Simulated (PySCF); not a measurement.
Ligands exchanged one at a time, Si SH-H. Isolated molecules, 0 K electronic values unless said otherwise. One relaxed conformer stands for each flexible species; it need not be the lowest. Strings in code marks are SMILES.

The S1 excitation (TDA) from two functionals at the same geometries (PBE0-D3(BJ)/def2-TZVP), both in PySCF: PBE-D3(BJ)/def2-TZVP and PBE0-D3(BJ)/def2-TZVP. Excitations are Tamm–Dancoff values on a coarser integration grid. The basis has no diffuse functions, so Rydberg states are missing or too high.

```
species                                     PBE-D3(BJ)/def2-TZVP (eV)
------------------------------------------  -------------------------
0 of 4 SH replaced by H (`[Si](S)(S)(S)S`)                       5.12
1 of 4 SH replaced by H                                          5.52
2 of 4 SH replaced by H                                          5.37
3 of 4 SH replaced by H (`[SiH3]S`)                              5.69
```

### Question
What does PBE0-D3(BJ)/def2-TZVP give for each?

### Answer

- 0 of 4 SH replaced by H (`[Si](S)(S)(S)S`): 5.79
- 1 of 4 SH replaced by H: 6.12
- 2 of 4 SH replaced by H: 5.87
- 3 of 4 SH replaced by H (`[SiH3]S`): 6.18
Over these rows, drawn at random from the members with no instability flagged (it was tested for open shells, ions and some series alone), PBE minus PBE0-D3(BJ): mean -0.57 eV, from -0.67 eV to -0.49 eV.
